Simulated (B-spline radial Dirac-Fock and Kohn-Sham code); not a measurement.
Relativistic shifts of the levels of Ho⁺

System: holmium as Ho⁺, configuration 1s2 2s2 2p6 3s2 3p6 3d10 4s2 4p6 4d10 4f11 5s2 5p6 6s1.

Both columns are ΔSCF binding energies of the configuration average from a radial atomic solver: non-relativistic Hartree-Fock with a point nucleus, and Dirac-Fock with a finite nucleus and the Coulomb interaction alone, averaged over the two j levels with weights 2j+1.

```csv
shell,Hartree-Fock (eV),Dirac-Fock (eV),shift (eV),shift (%)
1s,52222.3,55874.6,+3652.32,+6.99
2s,8488.3,9438.8,+950.42,+11.20
2p,8076.4,8384.3,+307.99,+3.81
3s,1920.8,2149.3,+228.46,+11.89
3p,1734.6,1818.0,+83.37,+4.81
3d,1391.3,1377.7,-13.51,-0.97
4s,394.2,448.6,+54.41,+13.80
4p,318.7,337.3,+18.62,+5.84
4d,183.1,180.0,-3.10,-1.69
4f,17.61,12.60,-5.01,-28.45
5p,35.81,37.15,+1.33,+3.72
6s,10.25,10.90,+0.66,+6.39
```

Relativity binds 1s, 2s, 2p, 3s, 3p, 4s, 4p, 5p, 6s more strongly, among those listed most of all 4s in relative terms, and 3d, 4d, 4f more weakly, because the contracted s and p shells screen the nucleus better.

Values without a named source are computed, but for edge energies of neutral atoms, which are taken from tables.
